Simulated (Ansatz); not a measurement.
A CCSD(T) single point on C3H6Ge, SMILES `C[C]1=[CH][GeH2]1`.

```yaml
crystal:
  periodic: [false, false, false]
  atoms:
    - {symbol: C, position_ang: [-0.999926, 0.782087, -0.965654]}
    - {symbol: C, position_ang: [-0.112437, -0.040212, -0.118069]}
    - {symbol: C, position_ang: [0.153228, -1.313413, 0.117260]}
    - {symbol: Ge, position_ang: [1.259487, -0.212087, 1.212930]}
    - {symbol: H, position_ang: [-0.412084, 1.448351, -1.602514]}
    - {symbol: H, position_ang: [-1.637929, 1.418688, -0.346908]}
    - {symbol: H, position_ang: [-1.636411, 0.159505, -1.601546]}
    - {symbol: H, position_ang: [-0.196961, -2.275419, -0.240857]}
    - {symbol: H, position_ang: [0.934438, -0.025971, 2.698418]}
    - {symbol: H, position_ang: [2.731598, 0.007372, 0.850038]}
basis:
  gaussian: {orbitals: def2-TZVPP}
correlation: {method: ccsd_t}
```

```sh
$ ansatz run in.yaml --threads 4 --pin off --events-out ev --progress --plain --max-ram 10444MiB
```

The program prints (abridged):

```
Functional definition: HF
  name "HF"
  cite "Fock, Z. Phys. 61, 126 (1930) doi:10.1007/BF01340294"
  parent pbe
  exchange = exact_x
  correlation = 0
1345 factors; integrals over basis functions are off by at most 9.0e-4 eV
mean field evaluation 1: about -59654.8622 eV, gradient 3.5e1 eV
mean field evaluation 2: about -59655.0632 eV, gradient 3.5e1 eV
mean field evaluation 4: about -59658.5760 eV, gradient 4.4e0 eV
mean field evaluation 8: about -59658.6428 eV, gradient 2.6e-1 eV
mean field -59658.64307164 eV, -2192.4146948020 hartree, gradient 1.8e-6 eV, S^2 0.000000; 0 other end points of the search recorded, 0 dependent functions left out
12 core orbitals not correlated: weight in the atoms' cores, before any rotation towards them, 1.000 or more for the frozen orbitals, at most 0.000 for the correlated occupied ones
reference -59658.64307164 eV, -2192.4146948020 hartree; 16, 16 occupied and 197, 197 virtual orbitals, 1345 factors
second order -20.40255409 eV of doubles, -0.00000000 eV of singles
cycle   1  -20.42000428 eV  change   -1.7e-2 eV  update   1.1e-1
cycle   2  -21.06247512 eV  change   -6.4e-1 eV  update   3.2e-2
cycle   3  -21.15807727 eV  change   -9.6e-2 eV  update   1.5e-2
cycle   4  -21.15186771 eV  change    6.2e-3 eV  update   3.9e-3
cycle   5  -21.15322556 eV  change   -1.4e-3 eV  update   1.5e-3
cycle   6  -21.15308596 eV  change    1.4e-4 eV  update   4.6e-4
cycle   7  -21.15296901 eV  change    1.2e-4 eV  update   1.7e-4
cycle   8  -21.15298298 eV  change   -1.4e-5 eV  update   5.8e-5
cycle   9  -21.15297824 eV  change    4.7e-6 eV  update   1.9e-5
perturbative correction -0.96721059 eV, -0.0355443334 hartree
Total energy: -59680.76326046 eV, -2193.2275967477 hartree
```

Hardware: 4 threads of an AMD EPYC 7B13 on a shared host. Wall time 74 s, peak host memory 3.7 GiB.

Correlation energy per correlated electron: -0.691 eV. T1 diagnostic: 0.0119.
